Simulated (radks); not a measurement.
The bromine anion Br-, [Kr], held by a Watson sphere: a shell of charge +1 at radius R that stands for the Madelung well of a crystal (potential energy -1/R inside, -1/r outside, in hartree with lengths in bohr). Calculated with a radial shooting solver on a logarithmic mesh with Libxc functionals: scalar-relativistic Kohn-Sham, LB94 model potential, spin-polarised, spherical densities, finite nucleus; Fermi nuclear charge, rms radius of each element as measured or else 0.836 A^(1/3) + 0.57 fm. Response by self-consistent Sternheimer equations with the Hartree and adiabatic LDA kernel, the relativistic mass of each level held fixed and spin-orbit coupling left out. The sphere does not respond.

R (bohr)  e(3d) (eV)  e(4s) (eV)  e(4p) (eV)  <r> 4p (bohr)  sum of <r^2> (bohr^2)  X-ray form factor at sin(theta)/lambda = 0.3 1/angstrom  alpha (bohr^3)
3.35         -74.441     -23.319     -11.182          2.199                  48.56                                                   23.902           31.15
3.59         -74.128     -22.963     -10.829          2.210                  49.03                                                   23.905           32.68
3.6          -74.115     -22.948     -10.815          2.211                  49.05                                                   23.905           32.74
3.65         -74.051     -22.877     -10.744          2.213                  49.14                                                   23.906           33.04
3.77         -73.899     -22.711     -10.577          2.218                  49.33                                                   23.907           33.75
3.88         -73.763     -22.563     -10.428          2.222                  49.50                                                   23.907           34.37
4            -73.617     -22.406     -10.271          2.225                  49.66                                                   23.908           35.01
4.36         -73.202     -21.968      -9.830          2.235                  50.07                                                   23.910           36.76
5.17         -72.392     -21.135      -8.990          2.247                  50.65                                                   23.911           39.67
